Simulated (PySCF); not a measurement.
# Nuclear quadrupole coupling in CrS2Cl2

Species: CrS2Cl2 (singlet state).
Z-matrix (Å and degrees, PBE0-D3(BJ)/def2-SVP geometry), rows numbered from 1:
```
Cr
S   1  1.9497
S   1  1.9472  2  108.56
Cl  1  2.1064  2  109.22  3  -118.51
Cl  1  2.1059  2  109.29  3   118.28
```

Field gradients from the PBE0/pcSseg-1 (pcSseg-2 on Cr) density (PySCF, non-relativistic), principal values in atomic units, ordered |Vxx| ≤ |Vyy| ≤ |Vzz|:

| atom | Vxx | Vyy | Vzz |
| --- | --- | --- | --- |
| Cr1 | 0.3136 | 0.3380 | -0.6516 |
| S2 | 0.0837 | 0.9222 | -1.0058 |
| S3 | 0.0722 | 0.9320 | -1.0042 |
| Cl4 | -0.3489 | -1.2292 | 1.5781 |
| Cl5 | -0.3489 | -1.2306 | 1.5795 |

Find the asymmetry η = (Vxx − Vyy)/Vzz and the couplings χ = eQV/h (234.96 MHz × Q in barn × V in au), with Q(53Cr) = −0.15 b, Q(33S) = −0.0678 b, Q(35Cl) = −0.0817 b.

```json
{"atom": "Cr1", "environment": "chromium bonded to 2 Cl and 2 S", "nucleus": "53Cr", "η": "0.04", "χzz (MHz)": "22.97", "χxx (MHz)": "-11.05", "χyy (MHz)": "-11.91"}
{"atom": "S2", "environment": "sulfur bonded to Cr", "nucleus": "33S", "η": "0.83", "χzz (MHz)": "16.02", "χxx (MHz)": "-1.33", "χyy (MHz)": "-14.69"}
{"atom": "S3", "environment": "sulfur bonded to Cr", "nucleus": "33S", "η": "0.86", "χzz (MHz)": "16.00", "χxx (MHz)": "-1.15", "χyy (MHz)": "-14.85"}
{"atom": "Cl4", "environment": "chlorine bonded to Cr", "nucleus": "35Cl", "η": "0.56", "χzz (MHz)": "-30.29", "χxx (MHz)": "6.70", "χyy (MHz)": "23.60"}
{"atom": "Cl5", "environment": "chlorine bonded to Cr", "nucleus": "35Cl", "η": "0.56", "χzz (MHz)": "-30.32", "χxx (MHz)": "6.70", "χyy (MHz)": "23.62"}
```

The gradient is axial or nearly so (η below 0.05) at Cr1. 

What is Vzz at S2 in SI units (1 au = 9.71736 × 10²¹ V/m²)?

-1.0058 au = -9.774 × 10²¹ V/m².

Geometry: PBE0-D3(BJ)/def2-SVP; no solvent, vibrations or thermal averaging. With so small a basis the couplings can be 20 % off. Field gradients at transition-metal nuclei can change strongly with the functional.
